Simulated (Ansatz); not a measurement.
Z-matrix (Å, degrees):
```
C
S 1 1.807
C 1 1.568 2 111.7
B 1 1.552 2 115.7 3 122.3
H 1 1.097 2 107.2 3 -115.1
Ga 2 2.559 1 93.5 3 -8.2
H 2 1.342 1 97.9 3 -104.6
N 3 1.239 1 126.2 2 9.1
H 3 1.099 1 111.0 2 -170.6
H 4 1.195 1 118.2 2 172.8
H 4 1.195 1 121.8 2 -10.7
H 6 1.565 2 104.3 1 119.7
H 6 1.569 2 103.8 1 -109.1
```

The species carries charge 0 and has multiplicity 1.

Problem. List the PBE/def2-TZVPP orbital energies in eV (Ansatz). (Estimate.)

Solution. Computed: Occupied: -10092.96, -2397.14, -1232.88, -1092.58, -1092.50, -1092.49, -380.11, -270.56, -270.43, -210.06, -177.82, -156.22, -156.11, -155.99, -142.67, -97.26, -97.04, -97.00, -22.56, -20.47, -19.27, -19.20, -19.16, -19.11, -19.07, -17.48, -13.91, -13.16, -12.01, -11.51, -10.77, -10.11, -9.34, -8.73, -8.29, -8.11, -7.25, -6.69, -5.58. Lowest empty: -3.18, -1.32, -1.12, -0.55, -0.28, 0.29, 0.77, 1.16.
